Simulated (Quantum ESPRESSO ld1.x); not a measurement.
These are the eigenvalues of the occupied orbitals of an atom or ion with whole-number occupations (hartree). All-electron calculation, scalar-relativistic Kohn-Sham, revPBE, spin-unpolarised, spherical densities, point nucleus. Program: ld1.x of Quantum ESPRESSO 7.5.

orbital  eigenvalue
1s         -2348.29
2s         -562.610
2p         -526.494

Which element is it, and in what charge state? The configuration may be excited.

Answer. Z = 68, erbium, charge +62: Er62+ in [He] 2s2 2p2. The list shows which subshells hold electrons but not how many an open one holds; the 1s level, -2348.3 hartree, gives Z - s = 68.5 by -(Z - s)^2/2, which with screening and relativity narrows Z to a few neighbours, and the depths of the outer levels then fix element, charge and occupations together.
